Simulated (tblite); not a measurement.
Compound: BH8NSi2.
SMILES with atom numbers: `[BH2:1][N:2]([SiH3:3])[SiH3:4]` (hydrogens: H5, H6 on B1; H7, H8, H9 on Si3; H10, H11, H12 on Si4)

Method: GFN2-xTB as coded in tblite; computed harmonic values from a numerical Hessian at the method's own geometry, unscaled. Errors from tens to a few hundred cm⁻¹ against measured bands are possible. Modes of hydrogen on boron and silicon can be 10 to 20 % off.

Harmonic wavenumbers (cm⁻¹): 52.8, 66.9, 227.3, 266.5, 325.1, 335.9, 556.5, 562.0, 570.7, 619.9, 624.9, 757.4, 760.0, 776.7, 777.6, 790.9, 815.9, 822.7, 851.2, 1016.6, 1181.2, 1325.1, 2213.4, 2220.7, 2232.3, 2235.5, 2299.3, 2304.4, 2604.1, 2620.8.

A = 6383, B = 3268, C = 2275 MHz; mass 89.029 u (most abundant isotopes); point group C2v, symmetry number 2.

**Question.** Zero-point energy?

**Answer.** ½Σν̃ = 16407 cm⁻¹ = 46.91 kcal/mol.

**Question.** Entropy at 298.15 K, 1 bar (ideal gas, RRHO, classical rotation)?

**Answer.** Translation 39.40, rotation 24.94, vibration 19.24: S = 83.6 cal/(mol K).

**Question.** And Cp and H(298.15 K) − H(0)?

**Answer.** Cp = 30.00 cal/(mol K), of which vibrations give 22.05 (their classical limit is 30 R = 59.6); H(298.15 K) − H(0) = 5.46 kcal/mol without the zero-point energy, 3.09 from vibrations.

**Question.** Blend soft modes into free rotors: weight 1/[1 + (100 cm⁻¹/ν̃)⁴] for the oscillator and the rest for a rotor with moment μB/(μ + B), μ = h/(8π²ν), B = 10⁻⁴⁴ kg m². What vibrational entropy results?

**Answer.** 17.30 cal/(mol K) in place of 19.24, which changes −T·S at 298.15 K by +0.58 kcal/mol.

**Question.** Which modes carry the vibrational entropy at 298.15 K?

**Answer.** 52.8 cm⁻¹: 4.71; 66.9 cm⁻¹: 4.24; 227.3 cm⁻¹: 1.90; 266.5 cm⁻¹: 1.62; 325.1 cm⁻¹: 1.28; 335.9 cm⁻¹: 1.23 cal/(mol K); the other 24 give 4.25 together.

**Question.** What must be added to the electronic energy to get the Gibbs energy at 298.15 K and 1 bar?

**Answer.** ZPE + [H(298.15 K) − H(0)] − T·S = 46.91 + 5.46 − 24.92 = 27.45 kcal/mol.

Hindered rotation and anharmonicity are outside this model.

Run on one thread of an x86-64 server, no GPU, on a shared host. This covers the Hessian and the dipole derivatives.
